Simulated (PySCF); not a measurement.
C₆H₅F.
InChI=1S/C6H5F/c1-2-3-4-5-6-7/h3H,1,6H2

Computed, not measured: PySCF 2.14.0, PBE0-D3(BJ)/def2-SVP geometry optimisation, gas phase.

Take the most abundant isotopes and a rigid rotor. 

What are A, B and C (GHz)?

Ia = 33.06, Ib = 603.80, Ic = 630.10 u·Å²; 505379 MHz·u·Å²/I gives 15287, 837.0 and 802.1 MHz, that is A = 15.287, B = 0.8370, C = 0.8021 GHz.

What kind of rotor is it?

A near-prolate asymmetric top. Ray's parameter κ = (2B − A − C)/(A − C) = -0.995; −1 is the prolate and +1 the oblate limit.

What does the inertial defect say?

Not planar: Δ = Ic − Ia − Ib = -6.76 u·Å². For a rigid frame Δ = −2 Σ m c², so Σ m c² = 3.38 u·Å² lies off the ab plane, practically all of it from hydrogen. The atom farthest from that plane is 0.95 Å away.

Give the other two planar moments, Paa and Pbb, and the rms extents of the mass along the axes.

Paa = Σ m a² = (Ib + Ic − Ia)/2 = 600.42 and Pbb = Σ m b² = (Ia + Ic − Ib)/2 = 29.68 u·Å². With the mass M = 96.04 u, the rms extents √(P/M) along a, b and c are 2.50, 0.56, 0.19 Å.

Give the coordinates in the principal-axis frame, origin at the centre of mass.

The sense of each axis is arbitrary; atoms in the order of the calculation.
```
atom  mass (u)   a (Å)   b (Å)   c (Å)
  C1    12.000   3.716  -0.567  -0.007
  C2    12.000   2.605   0.116  -0.001
  C3    12.000   1.490   0.821   0.004
  C4    12.000   0.179   0.268   0.006
  C5    12.000  -0.954  -0.170   0.007
  C6    12.000  -2.307  -0.707   0.005
  F7    18.998  -3.255   0.283  -0.010
  H8     1.008   4.203  -0.866   0.928
  H9     1.008   4.195  -0.864  -0.947
 H10     1.008   1.564   1.918   0.004
 H11     1.008  -2.454  -1.349  -0.882
 H12     1.008  -2.464  -1.332   0.903
```

Which types of transition are allowed, and where do some lines up to J = 4 fall?

The dipole components are |μa| = 1.77 D, |μb| = 1.31 D, |μc| = 0.00 D; the mirror of this Cs structure is the ab plane, so μc vanishes by symmetry (the 0.01 D computed is a residue) and there are no c-type lines. Intensities carry the squares of the components, which stand as 1.00 : 0.55 (a : b). Some of the stronger lines:

```json
{"type": "a", "branch": "Q", "J(Ka,Kc)": "4(1,3) ← 4(1,4)", "MHz": "349", "lower level (cm⁻¹)": "1.023"}
{"type": "a", "branch": "R", "J(Ka,Kc)": "1(0,1) ← 0(0,0)", "MHz": "1639", "lower level (cm⁻¹)": "0.000"}
{"type": "a", "branch": "R", "J(Ka,Kc)": "2(1,2) ← 1(1,1)", "MHz": "3243", "lower level (cm⁻¹)": "0.537"}
{"type": "a", "branch": "R", "J(Ka,Kc)": "2(0,2) ← 1(0,1)", "MHz": "3278", "lower level (cm⁻¹)": "0.055"}
{"type": "a", "branch": "R", "J(Ka,Kc)": "3(2,2) ← 2(2,1)", "MHz": "4917", "lower level (cm⁻¹)": "2.094"}
{"type": "a", "branch": "R", "J(Ka,Kc)": "3(2,1) ← 2(2,0)", "MHz": "4917", "lower level (cm⁻¹)": "2.094"}
{"type": "a", "branch": "R", "J(Ka,Kc)": "3(1,2) ← 2(1,1)", "MHz": "4970", "lower level (cm⁻¹)": "0.648"}
{"type": "a", "branch": "R", "J(Ka,Kc)": "4(1,3) ← 3(1,2)", "MHz": "6626", "lower level (cm⁻¹)": "0.814"}
{"type": "b", "branch": "R", "J(Ka,Kc)": "1(1,1) ← 0(0,0)", "MHz": "16089", "lower level (cm⁻¹)": "0.000"}
{"type": "b", "branch": "Q", "J(Ka,Kc)": "4(2,2) ← 4(1,3)", "MHz": "43227", "lower level (cm⁻¹)": "1.035"}
{"type": "b", "branch": "Q", "J(Ka,Kc)": "4(2,3) ← 4(1,4)", "MHz": "43576", "lower level (cm⁻¹)": "1.023"}
{"type": "b", "branch": "R", "J(Ka,Kc)": "3(2,1) ← 2(1,2)", "MHz": "48371", "lower level (cm⁻¹)": "0.645"}
{"type": "b", "branch": "R", "J(Ka,Kc)": "4(2,3) ← 3(1,2)", "MHz": "49852", "lower level (cm⁻¹)": "0.814"}
{"type": "b", "branch": "Q", "J(Ka,Kc)": "3(3,1) ← 3(2,2)", "MHz": "72335", "lower level (cm⁻¹)": "2.258"}
{"type": "b", "branch": "Q", "J(Ka,Kc)": "4(3,2) ← 4(2,3)", "MHz": "72335", "lower level (cm⁻¹)": "2.477"}
{"type": "b", "branch": "R", "J(Ka,Kc)": "3(3,1) ← 2(2,0)", "MHz": "77252", "lower level (cm⁻¹)": "2.094"}
{"type": "b", "branch": "Q", "J(Ka,Kc)": "4(4,0) ← 4(3,1)", "MHz": "101269", "lower level (cm⁻¹)": "4.890"}
{"type": "b", "branch": "Q", "J(Ka,Kc)": "4(4,1) ← 4(3,2)", "MHz": "101269", "lower level (cm⁻¹)": "4.890"}
{"type": "b", "branch": "R", "J(Ka,Kc)": "4(4,1) ← 3(3,0)", "MHz": "107825", "lower level (cm⁻¹)": "4.671"}
```

Estimate the classical rotational partition function at 100 K, 200 K and 500 K.

Point group Cs, symmetry number σ = 1; q = (√π/σ)·√((kT/h)³/(ABC)), k/h = 20836.6 MHz/K: 52600 at 100 K, 149000 at 200 K, 588000 at 500 K.

No frequency check. Constants of a rigid frame at the computed geometry: no zero-point averaging, no centrifugal distortion.
